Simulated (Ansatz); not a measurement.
Reaction (hydrogenolysis of the Sn–O bond): `[NH2][SnH]([OH])[F]` + H₂ → `[NH2][SnH2][F]` + H₂O

Isolated molecules relaxed with PBE0-D4/def2-TZVP in Ansatz; ΔE leaves out vibrations. CCSD(T)/CBS adds triple-zeta CCSD(T) − MP2 to the extrapolated MP2 energy (def2 sets, frozen cores). This one scheme is used for every species. DFT in def2-TZVPP. B3LYP here is the variant with VWN-RPA as its local correlation; programs differ in this. def2 core potentials past Kr. For Sn outer-core shells are correlated without core-valence functions, which leaves a few kJ/mol of doubt a bond. One conformer a species, not always the lowest.

| level | ΔE (kJ/mol) | difference from CCSD(T)/CBS |
| --- | --- | --- |
| PBE-D4 | 8.7 | -2.5 |
| r2SCAN-D4 | 13.3 | 2.1 |
| PBE0-D4 | 1.8 | -9.4 |
| B3LYP-D4 | 9.0 | -2.2 |
| ωB97X-V | 8.5 | -2.7 |
| PBE | 5.7 | -5.5 |
| B3LYP | 4.3 | -6.9 |
| HF/def2-TZVPP | -5.3 | -16.5 |
| SCS-MP2/def2-TZVPP | 11.3 | 0.1 |
| MP2/CBS(def2) | 17.5 | 6.3 |
| CCSD(T)/CBS | 11.2 | 0 |

Largest T1 diagnostic among the species: 0.014.

The D4 term adds +4.7 kJ/mol with B3LYP and +2.6 kJ/mol with PBE0; it sums over pairs of atoms, weighted by their polarisabilities, and B3LYP, whose exchange is more repulsive, gets the larger term. From PBE to PBE0 (25 % exact exchange), in def2-TZVPP and without D4, ΔE moves by −6.5 kJ/mol.
